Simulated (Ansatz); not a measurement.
Input file for Ansatz (a program for electronic structure): R-CCSD(T)/cc-pV(T+d)Z on AlF2HO (SMILES [OH][Al]([F])[F]), a point of a torsion scan. Files ending in .json are basis or fitting sets from the Basis Set Exchange.

Ansatz 0.2 input:
```yaml
crystal:
  periodic: [false, false, false]
  atoms:
    - {symbol: O, position_ang: [1.12831460, -0.13522307, 0.16650156]}
    - {symbol: Al, position_ang: [-0.48878259, 0.04219412, 0.07143609]}
    - {symbol: F, position_ang: [-1.29286249, 0.26085423, -1.34248972]}
    - {symbol: F, position_ang: [-1.38407243, -0.04275517, 1.44001438]}
    - {symbol: H, position_ang: [2.02753107, -0.00945735, -0.09668561]}
basis:
  gaussian:
    orbitals: cc-pV_T+d_Z.json
magnetization: {spin_polarized: false}
correlation: {method: ccsd_t, electrons: outside_noble_gas}
scf: {lower_state_search: off}
```

It printed:

```
WARN ansatz: RAYON_NUM_THREADS=1 ignored (pool sized by the plan → 1); use --threads N
Functional definition: HF
these checks for a lower state are left out or cut short: stability, starts, cluster_reference, orbital_swaps, neighbouring_geometries, increment
integrals: 0.30 GiB planned
875 factors; integrals over basis functions are off by at most 9.7e-4 eV
mean field: 0.36 GiB planned
mean field evaluation 1: about -14052.7014 eV, gradient 5.2e1 eV
mean field evaluation 2: about -14052.7469 eV, gradient 5.2e1 eV
mean field evaluation 4: about -14056.8827 eV, gradient 1.7e0 eV
mean field evaluation 8: about -14056.9121 eV, gradient 1.9e-1 eV
mean field -14056.91219010 eV, -516.5819948687 hartree, gradient 8.6e-7 eV, S^2 0.000000; 0 other end points of the search recorded, 0 dependent functions left out
8 core orbitals not correlated
reference -14056.91219010 eV, -516.5819948687 hartree; 12, 12 occupied and 123, 123 virtual orbitals, 875 factors
second order -22.32116043 eV of doubles, -0.00000000 eV of singles
coupled cluster: 0.90 GiB planned
cycle   1  -21.83101545 eV  change    4.9e-1 eV  update   9.1e-2
cycle   2  -22.23084462 eV  change   -4.0e-1 eV  update   2.6e-2
cycle   3  -22.33360537 eV  change   -1.0e-1 eV  update   1.3e-2
cycle   4  -22.31681384 eV  change    1.7e-2 eV  update   2.7e-3
cycle   5  -22.31374008 eV  change    3.1e-3 eV  update   1.0e-3
cycle   6  -22.31443928 eV  change   -7.0e-4 eV  update   3.2e-4
cycle   7  -22.31431840 eV  change    1.2e-4 eV  update   9.2e-5
cycle   8  -22.31425356 eV  change    6.5e-5 eV  update   3.0e-5
cycle   9  -22.31426200 eV  change   -8.4e-6 eV  update   1.1e-5
perturbative correction -0.65413620 eV, -0.0240390621 hartree
Total energy: -14079.88058830 eV, -517.4260679342 hartree
Checks for a lower state left out: stability, starts, cluster_reference, orbital_swaps, neighbouring_geometries, increment
```

Self-consistency was reached.

Cost: around 13 core-seconds (rough).
